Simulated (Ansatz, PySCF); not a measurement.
# Er(NH)(OH) in two programs

Er(NH)(OH) (singlet in the valence; each metal's 4f electrons, 11 of them, lie in its core potential, out of spins and levels), relaxed with PySCF 2.14.0, RKS r2SCAN, Er lcecp-1-SVP with ECP57, N def2-SVP, H def2-SVP, O def2-SVP; non-relativistic Hamiltonian with scalar-relativistic core potentials where named; density fitting; no spin-orbit coupling:

```xyz
5

Er    0.0179   -0.0727   -0.5129
N     1.5949   -0.0128    0.5726
H     2.2210    0.0535    1.3756
O    -1.7727    0.0572    0.4446
H    -2.2664    0.1454    1.2645
```

There the HOMO–LUMO gap is 1.98 eV. The 4f levels lie in the core potential and are missing.

The same geometry by Ansatz 0.2.0 (PBE, PAW with the 4f shell of lanthanides and the 5f shell of actinides in the valence, a periodic box with 9 Å of vacuum; gaps over both spins; site moments in spheres, but by Gaussian weights under spin-orbit coupling, so that the two can't be compared; unpaired electrons at the start: 3, along z under spin-orbit coupling; the open shells may stand above their lowest state):

```tsv
spin-orbit coupling	U on f (eV)	gap (eV)	spin moment on Er1 (μB)	orbital moment of its f shell (μB)	largest force component (eV/Å)
without	0	0.79	2.57	–	0.43
```

What does the run without spin-orbit coupling and with U = 5 eV give?

gap (eV): 1.46, spin moment on Er1 (μB): 2.82, largest force component (eV/Å): 0.29. It took 110 s on 2 threads of Arm Neoverse V1, on a shared host, peak memory 1 GiB.

Semilocal functionals tend to give orbital moments well under those of Hund's rules.

Without U the plane-wave gap ends on 4f levels, which the Gaussian run lacks; U moves filled and empty 4f levels apart, though the lowest empty ones can remain 4f.

No frequency check is given that shows the relaxed geometry to be a minimum. An lcecp potential fixes the number of 4f electrons, so in runs with it no electron can move into or out of that shell.
